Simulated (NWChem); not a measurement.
The numbers come from NWChem runs, not from measurements. System: CCl, charge 0, spin multiplicity 4, at the geometry of a parent with another charge or spin, in a state set for the comparison that need not be this species' ground state. Its SCF solution wasn't tested for a lower state. Level: UMP2/def2-TZVP, 6 core orbitals frozen.

Output (cleaned and shortened):

```
             Northwest Computational Chemistry Package (NWChem) 7.3.0
             --------------------------------------------------------

                                NWChem Input Module
                                -------------------

 Scaling coordinates for geometry "geometry" by  1.889725989
 (inverse scale =  0.529177249)

 Turning off AUTOSYM since
 SYMMETRY directive was detected!

                             Geometry "geometry" -> ""
                             -------------------------

 Output coordinates in angstroms (scale by  1.889725989 to convert to a.u.)

  No.       Tag          Charge          X              Y              Z
 ---- ---------------- ---------- -------------- -------------- --------------
    1 C                    6.0000     0.00000000     0.00000000     1.23867000
    2 Cl                  17.0000     0.00000000     0.00000000    -0.43717800

 Effective nuclear repulsion energy (a.u.)      32.2082190019

            Nuclear Dipole moment (a.u.)
            ----------------------------
        X                 Y               Z
 ---------------- ---------------- ----------------
     0.0000000000     0.0000000000    -0.0000113384

      Symmetry information
      --------------------

 Group name             C2v
 Group number             16
 Group order               4
 No. of unique centers     2

      Symmetry unique atoms

     1    2


 Summary of "ao basis" -> "" (spherical)
 ------------------------------------------------------------------------------
       Tag                 Description            Shells   Functions and Types
 ---------------- ------------------------------  ------  ---------------------
 *                         def2-tzvp                  on all atoms

 Summary of "ao basis" -> "ao basis" (spherical)
 ------------------------------------------------------------------------------
       Tag                 Description            Shells   Functions and Types
 ---------------- ------------------------------  ------  ---------------------
 C                         def2-tzvp                11       31   5s3p2d1f
 Cl                        def2-tzvp                13       37   5s5p2d1f

                                 NWChem SCF Module
                                 -----------------

  ao basis        = "ao basis"
  functions       =    68
  atoms           =     2
  alpha electrons =    13
  beta  electrons =    10
  charge          =   0.00
[...]
     2   0 2 0    -13.861947     -8.608819     -5.253128      0.000000
     2   0 1 1     -0.000000     -0.000000     -0.000000      0.000000
     2   0 0 2    -11.989419    -39.641843    -16.824962     44.477386

                   NWChem MP2 Semi-direct Energy/Gradient Module
                   ---------------------------------------------

  Basis functions       =     68
  Molecular orbitals    =     68
  Frozen core           =      6
  Frozen virtuals       =      0
  Active alpha occupied =      7
  Active beta occupied  =      4
  Active alpha virtual  =     55
  Active beta virtual   =     58
  Use MO symmetry       = T
  Use skeleton AO sym   = T

  AO/Fock/Back tols     =   1.0D-09  1.0D-09  1.0D-09

 GA uses MA = F    GA memory limited = T

 Available:
  local mem=  1.26D+08
 global mem=  1.44D+08
 local disk=  0.00D+00
  mp2_memr nvloc                    55
  nvloc new                    55
   1 passes of   7:        4194304                      28675                   3067116.
   1 passes of   7: M    126150524           G      144169952           F     121956220.

 Semi-direct pass number   1 of   1  for UHF alpha       at        1.3s
  vrange nnbf                  2337
  mp2_eaftype                    11  avail_ma_in_mb                  1099
 EAF : mp2_eaftype filesize          11    1533558.
  mp2_eaf for mointskh                     11
Node 0 wrote      7.2 Mb in      0.0 s     Agg I/O rate:  1589.4 Mb/s
 Done moints_semi at        3.0s
  mp2_eaftype                    11  avail_ma_in_mb                  1088
 EAF : mp2_eaftype filesize          11    1533558.
  mp2_eaf for kh                    11
 Done maket at        3.0s
 Done multipass loop at        3.0s

 GA uses MA = F    GA memory limited = T

 Available:
  local mem=  1.26D+08
 global mem=  1.44D+08
 local disk=  0.00D+00
  mp2_memr nvloc                    58
  nvloc new                    58
   1 passes of   4:        4194304                      21028                   1851409.
   1 passes of   4: M    126150524           G      144169952           F     121956220.

 Semi-direct pass number   1 of   1  for UHF beta        at        3.1s
  vrange nnbf                  2337
  mp2_eaftype                    10  avail_ma_in_mb                  1099
 EAF : mp2_eaftype filesize          10     925704.
  mp2_eaf for mointskh                     10
Node 0 wrote      4.3 Mb in      0.0 s     Agg I/O rate:  1529.0 Mb/s
 Done moints_semi at        4.7s
  mp2_eaftype                    10  avail_ma_in_mb                  1089
 EAF : mp2_eaftype filesize          10     925704.
  mp2_eaf for kh                    10
 Done maket at        4.7s
 Done multipass loop at        4.7s

          -------------------------------------------
          SCF energy                -497.211159502665
          Correlation energy          -0.251485291873
          Singlet pairs                0.000000000000
          Triplet pairs                0.000000000000
          Total MP2 energy          -497.462644794537
          -------------------------------------------

          ---------------------------------------------------
                    Spin Component Scaled (SCS) MP2
          Same spin pairs                     -0.073569693175
          Same spin scaling factor             0.333333333333
          Opposite spin pairs                 -0.177915598698
          Opposite spin scaling fact.          1.200000000000
          SCS-MP2 correlation energy          -0.238021949495
          Total SCS-MP2 energy              -497.449181452160
          ---------------------------------------------------

 -----------------------
 Performance information
 -----------------------

 Timer overhead =  2.39D-07 seconds/call

               Nr. of calls         CPU time (s)                 Wall time (s)                GFlops
             ---------------    -------------------     ------------------------------   -------------------
Name         Min   Avg   Max    Min     Avg     Max     Min     Avg     Max   Mx/calls   Min     Max     Sum
mp2: moin     2     2     2    3.2     3.2     3.2      3.2     3.2     3.2     1.6      0.0     0.0     0.0
mp2: make     2     2     2   0.12    0.12    0.12     0.12    0.12    0.12    6.05E-2   0.0     0.0     0.0
mp2: tota     1     1     1    3.5     3.5     3.5      3.5     3.5     3.5     3.5      0.0     0.0     0.0

 The average no. of pstat calls per process was 5.00D+00
 with a timing overhead of 1.20D-06s

 Task  times  cpu:        4.7s     wall:        4.7s

 Total times  cpu:        4.7s     wall:        4.7s
```

### Question
Write an NWChem input that would produce this output.

### Answer
This is not unique; one that fits is 
```
start mol
memory heap 200 mb stack 900 mb global 1100 mb
geometry units angstroms nocenter noautoz
  C      0.000000     0.000000     1.238670
  Cl     0.000000     0.000000    -0.437178
  symmetry group C2v
end
basis spherical
  * library def2-tzvp
end
scf
  uhf
  nopen 3
  maxiter 100
  thresh 1e-7
  semidirect memsize 60000000 filesize 0
  # guess.movecs holds the orbitals of an unrestricted PBE0 run
  vectors input guess.movecs output mol.movecs
end
mp2
  freeze core 6
end
task mp2 energy
```
